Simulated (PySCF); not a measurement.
# UHF on Ir⁺ (iridium, charge +1)

Configuration: [Xe] 4f14 5d7 6s1, high-spin 5F determinant. Computed with PySCF 2.14 in cc-pVDZ-PP with ECP60MDF (4s4p3d1f, 38 functions), with scalar relativity through the core potential.

| Item | Value |
| --- | --- |
| Total energy | -103.361281 hartree |
| One-electron energy | -174.9405 hartree |
| Hartree (Coulomb) energy | 81.1392 hartree |
| Exchange energy | -9.5600 hartree |
| ⟨S²⟩ | 6.0035 |
| ⟨L²⟩ | 12.035 |
| Sum of ⟨r⟩ | 23.51 bohr |
| Sum of ⟨r²⟩ | 43.08 bohr² |
| Time after the integrals | 0.07 s of wall time on 1 thread of Neoverse-V2 (shared host) |

```csv
shell,electrons,mean orbital energy (eV),spread (eV),"rms radius, mean of both spins (bohr)"
5s α,1,-125.31,0,1.06
5s β,1,-120.75,0,1.06
5p α,3,-78.361,0,1.23
5p β,3,-72.263,0,1.23
5d α,5,-22.292,1.006,1.79
5d β,2,-19.446,0,1.79
6s α,1,-16.551,0,3.06
```

Energies and moments cover only the electrons outside the core potential. Spin-orbit coupling, absent here, splits the open shell strongly.
